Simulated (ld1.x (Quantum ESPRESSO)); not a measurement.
**Cu (Z = 29) RRKJ: all-electron and pseudo phase curves**

| Property | Result |
| --- | --- |
| Element | copper |
| Generator | ld1.x (Quantum ESPRESSO) 7.5 |
| Type | norm-conserving RRKJ (Kleinman–Bylander form) |
| Functional | LDA (PZ) |
| Relativity | scalar-relativistic |
| Frozen core | [Ne] |
| Valence charge | 19 |
| Reference configuration | 3s2 3p6 3d10 4s0 4p1 |
| Partial waves | 3p (bound): rc 1.10 bohr; 3d (bound): rc 1.35 bohr; 3s (bound): rc 1.05 bohr |
| Local potential | the s channel |
| Core correction | Bessel-smoothed model core inside 0.75 bohr |

Occupied shells without a wave of their own: 4p. They enter only through the test configuration that unscreens the potential, and ld1.x also counts them in the model core charge.

The phase is arctan(r·u′/u) with u = r·R(r), unwrapped; energies in Ry, scanned from -11 to 5 Ry. A pole is an energy at which the radial function vanishes at the test radius. The pseudo phase is shifted by a multiple of π to meet the all-electron one at the reference energy, and phase errors are pseudo minus all-electron; the curves can meet again beyond the range given. Levels narrower than the energy grid can be missing from the lists of poles.

```tsv
channel	radius (bohr)	reference energy (Ry)	poles, all-electron	poles, pseudo	unbroken range about the reference energy with phases within 0.05 rad	phase error 1 Ry above the reference energy (rad)
s	1.49	-8.54	-8.19	-8.20	below -1.1	-0.001
p	1.49	-5.45	-4.93	-4.93	below 1.5	-0.001
d	1.49	-0.54	0.48	0.50	below 3.9	+0.004
```

ld1.x takes every shell without a wave as core, so the model core holds the 4p electrons as well and exchange and correlation see them twice. This cancels in the reference configuration, but the file is broken for other ones, and its errors say nothing about a proper core correction.

Phases in the p channel:

| E (Ry) | all-electron | pseudo |
| --- | --- | --- |
| -11.00 | 1.341 | 1.340 |
| -10.76 | 1.337 | 1.336 |
| -10.52 | 1.332 | 1.332 |
| -10.28 | 1.328 | 1.327 |
| -10.04 | 1.323 | 1.322 |
| -9.80 | 1.317 | 1.317 |
| -9.56 | 1.312 | 1.311 |
| -9.32 | 1.305 | 1.304 |
| -9.08 | 1.298 | 1.297 |
| -8.84 | 1.290 | 1.289 |
| -8.60 | 1.281 | 1.280 |
| -8.36 | 1.271 | 1.270 |
| -8.12 | 1.259 | 1.258 |
| -7.88 | 1.244 | 1.243 |
| -7.64 | 1.227 | 1.226 |
| -7.40 | 1.205 | 1.204 |
| -7.16 | 1.177 | 1.175 |
| -6.92 | 1.137 | 1.135 |
| -6.68 | 1.078 | 1.076 |
| -6.44 | 0.980 | 0.977 |
| -6.20 | 0.788 | 0.783 |
| -5.96 | 0.308 | 0.302 |
| -5.72 | -0.641 | -0.644 |
| -5.48 | -1.215 | -1.215 |
| -5.24 | -1.439 | -1.439 |
| -5.00 | -1.549 | -1.550 |
| -4.76 | -1.614 | -1.615 |
| -4.52 | -1.658 | -1.660 |
| -4.28 | -1.691 | -1.692 |
| -4.04 | -1.716 | -1.718 |
| -3.80 | -1.737 | -1.739 |
| -3.56 | -1.755 | -1.758 |
| -3.32 | -1.772 | -1.774 |
| -3.08 | -1.786 | -1.790 |
| -2.84 | -1.800 | -1.804 |
| -2.60 | -1.814 | -1.818 |
| -2.36 | -1.827 | -1.832 |
| -2.12 | -1.840 | -1.845 |
| -1.88 | -1.853 | -1.859 |
| -1.64 | -1.867 | -1.874 |
| -1.40 | -1.881 | -1.889 |
| -1.16 | -1.896 | -1.904 |
| -0.92 | -1.911 | -1.921 |
| -0.68 | -1.927 | -1.939 |
| -0.44 | -1.945 | -1.958 |
| -0.20 | -1.964 | -1.979 |
| 0.04 | -1.984 | -2.002 |
| 0.28 | -2.007 | -2.027 |
| 0.52 | -2.031 | -2.055 |
| 0.76 | -2.059 | -2.087 |
| 1.00 | -2.090 | -2.124 |
| 1.24 | -2.125 | -2.165 |
| 1.48 | -2.164 | -2.213 |
| 1.72 | -2.210 | -2.269 |
| 1.96 | -2.263 | -2.335 |
| 2.20 | -2.324 | -2.414 |
| 2.44 | -2.397 | -2.507 |
| 2.68 | -2.482 | -2.618 |
| 2.92 | -2.582 | -2.749 |
| 3.16 | -2.700 | -2.901 |
| 3.40 | -2.836 | -3.070 |
| 3.64 | -2.989 | -3.250 |
| 3.88 | -3.154 | -3.429 |
| 4.12 | -3.324 | -3.597 |
| 4.36 | -3.490 | -3.747 |
| 4.60 | -3.642 | -3.876 |
| 4.84 | -3.777 | -3.985 |
